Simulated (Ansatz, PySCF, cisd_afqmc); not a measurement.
System: C2H2O, charge 0, singlet. C2H2O (SMILES C#CO).
B3LYP-D3(BJ)/def2-TZVP minimum from Ansatz (a quantum-chemistry and plane-wave program):
```xyz
5

C      1.3080    -0.1153    -0.1364
C      0.1216    -0.0059    -0.0156
O     -1.1689     0.1846     0.0722
H      2.3584    -0.2191    -0.2392
H     -1.5848    -0.5301     0.5735
```

Atomisation energy term by term, kcal/mol (programs: Ansatz, cisd_afqmc). Open shells are spin-unrestricted; no spin-orbit coupling. Cores are frozen in correlated methods. Rows without X2C or -DK are non-relativistic. The Monte Carlo rows (phaseless AFQMC, CISD trial, step 0.005/hartree) carry one-sigma bars that omit the constraint's bias. Outlying blocks are dropped, and bars are widened where a walk drifts. Over all cases where full CI ran beside it in this data, AFQMC minus full CI had a median of +0.1 mEh and passed +0.4 mEh in a tenth of the cases. CBS(X,Y): correlation extrapolated as X^-3, Hartree-Fock from the larger set (Q,5: extrapolated as (X+1)exp(-9√X)). A bracket is a step between two methods taken in the basis named. '+ core + X2C': CCSD(T) terms for core correlation (cc-pwCVTZ) and scalar relativity (cc-pVTZ-DK). For partners of very few electrons the exact lower level stands in for a higher one.

```csv
term,basis,kcal/mol
Hartree-Fock,"CBS(cc-pVQZ,cc-pV5Z)",336.10
CCSD correlation,"CBS(cc-pVQZ,cc-pV5Z)",148.26
(T),"CBS(cc-pVQZ,cc-pV5Z)",12.63
CCSDT(Q) - CCSD(T),cc-pVTZ,0.16
core correlation,cc-pwCVTZ,2.85
scalar relativity,"X2C, cc-pVTZ-DK",-0.59
minus zero-point energy,Hessian by PySCF at B3LYP-D3(BJ)/def2-TZVP,-19.82
sum: D0,,479.6
```

The step beyond CCSD(T) by other levels: AFQMC/CISD in cc-pVDZ 0.42 ± 0.22; CCSDT(Q) in cc-pVDZ 0.73; AFQMC/CISD in cc-pVTZ -0.05 ± 0.26 kcal/mol.
